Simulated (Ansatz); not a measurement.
`[AlH2][CH]1C[SiH2]1` and `OC1C[SiH2]1` differ in one atom or group.

Ansatz, PBE0-D4/def2-TZVP geometries, multiplicity 1. Each molecule was computed in one conformer, which needn't be the lowest.

```
                                          property  `[AlH2][CH]1C[SiH2]1`
              HOMO–LUMO gap (PBE0/def2-TZVPP) / eV                   5.77
             HOMO energy (ωB97M-V/def2-TZVPP) / eV                  -8.83
                LUMO energy (PBE0/def2-TZVPP) / eV                  -0.98
             LUMO energy (ωB97M-V/def2-TZVPP) / eV                   0.59
    zero-point energy (PBE0-D4/def2-TZVP) / kJ/mol                  191.7
size of the dipole moment (ωB97M-V/def2-TZVPP) / D                   1.30
```

**Question.** Give the same properties after the change, and the shifts. (An estimate is asked.)

**Answer.** Computed: 
| property | `OC1C[SiH2]1` | shift |
| --- | --- | --- |
| HOMO–LUMO gap (PBE0/def2-TZVPP) / eV | 7.02 | 1.25 |
| HOMO energy (ωB97M-V/def2-TZVPP) / eV | -9.01 | -0.18 |
| LUMO energy (PBE0/def2-TZVPP) / eV | 0.19 | 1.17 |
| LUMO energy (ωB97M-V/def2-TZVPP) / eV | 1.84 | 1.25 |
| zero-point energy (PBE0-D4/def2-TZVP) / kJ/mol | 194.8 | 3.1 |
| size of the dipole moment (ωB97M-V/def2-TZVPP) / D | 1.45 | 0.15 |

With PBE0 the HOMO falls by 0.07 eV and the LUMO rises by 1.17 eV, so the gap widens by about 1.24 eV. PBE moves the HOMO by 0.10 eV and ωB97M-V by -0.18 eV. The zero-point energy changes by 3.1 kJ/mol with -3 modes. Dipoles are sizes alone; their direction can turn.
